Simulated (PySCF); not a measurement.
From computed data to an observable: oscillator strength and radiative lifetime

H3InOS2, SMILES [OH][In]([SH])[SH].

Coordinates come from a B3LYP-D3(BJ)/def2-SVP optimisation. The structure was generated by enumeration; whether it is a known compound was not checked. The def2 effective core potentials stand for the cores of In; spin–orbit coupling is left out. The values are those of a single conformer.

TDA-PBE/def2-SVPD in PySCF puts the first singlet state with f over 0.02 at 4.55 eV (vertical), with the transition dipole (0.000, 0.000, -0.515) in atomic units.

Problem. Find the oscillator strength, the wavelength and the radiative lifetime that this transition would have in vacuum if emission retraced absorption.

Solution. 
|μ|² = 0.2652 au, so |μ| = 1.31 D. ΔE = 4.55/27.211 = 0.1672 hartree. f = (2/3) ΔE |μ|² = 0.030 (the program prints 0.030).
λ = 1239.84/4.55 = 272 nm; ν = 36698 cm⁻¹.
Einstein's coefficient A = 0.6670 ν² f s⁻¹ (ν in cm⁻¹) = 2.7e7 s⁻¹, so τ = 1/A = 38 ns. This state is S3; the lower singlets have f = 0.000, 0.009. The figure is the radiative limit of this one transition; relaxation, internal conversion, crossing to triplets and a medium change what is measured.
